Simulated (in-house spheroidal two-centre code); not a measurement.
Computed with a spheroidal two-centre code. Model: one electron and two fixed point charges, non-relativistic, separated in prolate spheroidal coordinates (energies exact to about nine digits).

With r1 and r2 the distances to the charges and R their separation, ξ = (r1 + r2)/R and η = (r1 − r2)/R; m is the angular momentum about the axis. The force apart is −d(total energy)/dR, and minima and barriers are those of the total energy. The separation constant A is the eigenvalue of −d/dη(1−η²)d/dη + m²/(1−η²) − p²η² − R(Z2−Z1)η, with p² = −E R²/2 and E the electronic energy.

Command:
```bash
python run_two.py task.json out
```
Settings:
```
Z1                     1
Z2                     1
xi_nodes               2
eta_nodes              1
m                      0
```

Cost of the run: 1 s on 1 thread of Intel(R) Xeon(R) Processor @ 2.30GHz, with other jobs on the host.

**Energy curve, total energy includes the repulsion of the charges.**

Given: first charge 1; second charge 1; united atom label 4p sigma u; nodes in ξ 2; nodes in η 1.

Computed: united atom energy -0.125 hartree.

```csv
distance (bohr),electronic energy (hartree),total energy (hartree),kinetic energy (hartree),force apart (hartree/bohr)
1.29,-0.134544792,0.640649006,0.1445,0.60864
1.73,-0.136861204,0.441173478,0.14187,0.33702
2.32,-0.137157758,0.293876725,0.13392,0.1844
3.1,-0.13500575,0.187574895,0.12357,0.10037
4.16,-0.1305983,0.109786316,0.11237,0.053402
5.57,-0.124512247,0.0550209664,0.10134,0.028072
7.46,-0.117233372,0.0168148856,0.090863,0.014434
10,-0.109244734,-0.00924473443,0.081377,0.0072132
12.5,-0.103009184,-0.0230091839,0.075155,0.0041717
15,-0.0979882426,-0.0313215759,0.07087,0.0026365
17.5,-0.0938865511,-0.036743694,0.067854,0.0017777
20,-0.0904895413,-0.0404895413,0.065681,0.0012596
22.5,-0.0876395658,-0.0431951214,0.064075,0.000928
25,-0.0852193679,-0.0452193679,0.062853,0.00070534
27.5,-0.0831408852,-0.0467772488,0.061896,0.00054978
30,?,?,?,?
32.5,-0.0797579166,-0.0489886859,0.060499,0.00035417
35,-0.0783630204,-0.0497915918,0.059975,0.00029094
37.5,-0.077121936,-0.0504552694,0.059531,0.00024202
40,-0.0760103401,-0.0510103401,0.059152,0.00020353
42.5,-0.0750087872,-0.0514793754,0.058824,0.00017282
45,-0.0741015576,-0.0518793353,0.05854,0.00014801
47.5,-0.0732758084,-0.0522231769,0.05829,0.00012773
50,-0.0725209444,-0.0525209444,0.058071,0.000111
52.5,-0.0718281443,-0.0527805253,0.057877,9.7076e-05
55,-0.0711900036,-0.0530081854,0.057704,8.5385e-05
57.5,-0.0706002583,-0.053208954,0.05755,7.55e-05
60,-0.0700535731,-0.0533869065,0.057412,6.7083e-05
70.6,-0.068119213,-0.053954907,0.056959,4.2557e-05
83,-0.0664241573,-0.0543759646,0.056612,2.6936e-05
97.7,-0.0649261327,-0.0546907182,0.056344,1.6918e-05
115,-0.063618622,-0.0549229698,0.056141,1.0588e-05
135,-0.0624987972,-0.0550913898,0.05599,6.6574e-06
159,?,?,?,?
187,-0.0606569349,-0.0553093413,0.055791,2.5734e-06
220,-0.0599219061,-0.0553764515,0.055728,1.5969e-06
```

Question: What belongs in the row 30?

Answer: electronic energy (hartree): -0.0813374041; total energy (hartree): -0.0480040707; kinetic energy (hartree): 0.061129; force apart (hartree/bohr): 0.00043748.

Question: What belongs in the row 159?

Answer: electronic energy (hartree): -0.0615070222; total energy (hartree): -0.055217714; kinetic energy (hartree): 0.055875; force apart (hartree/bohr): 4.1352e-06.

**Where the electron sits, z along the axis from the midpoint, the separation constant A tends to l(l+1) at zero distance; at short distance the term in R(Z2−Z1)η can raise or lower it, and at long distance it falls (p² = -ER²/2).**

```
distance (bohr)  mean z squared (bohr²)  mean squared distance from axis (bohr²)  separation constant
          0.718                  84.472                                   56.171                 1.98
           1.29                  77.971                                   51.531               1.9327
           2.32                  76.508                                   49.564               1.7776
           4.16                       ?                                        ?                    ?
           7.46                  122.68                                   64.674            -0.027861
           12.5                  191.54                                   75.219              -3.2331
           17.5                  277.73                                   79.369              -7.8049
           22.5                  379.02                                   80.024              -13.812
           27.5                  493.09                                   79.423              -21.274
           32.5                  618.89                                    78.59              -30.187
           37.5                  756.23                                   77.834              -40.538
           42.5                       ?                                        ?                    ?
           47.5                    1066                                   76.692              -65.511
           52.5                  1238.8                                   76.267              -80.118
           57.5                  1423.7                                    75.91               -96.13
           70.6                  1965.9                                   75.202              -144.73
           97.7                  3356.2                                   74.319              -275.68
            135                  5866.5                                   73.673               -522.8
            187                   10524                                   73.201              -996.43
```

Question: What belongs in the row 4.16?

Answer: mean z squared (bohr²): 88.676; mean squared distance from axis (bohr²): 54.261; separation constant: 1.3133.

Question: What belongs in the row 42.5?

Answer: mean z squared (bohr²): 905.22; mean squared distance from axis (bohr²): 77.206; separation constant: -52.316.
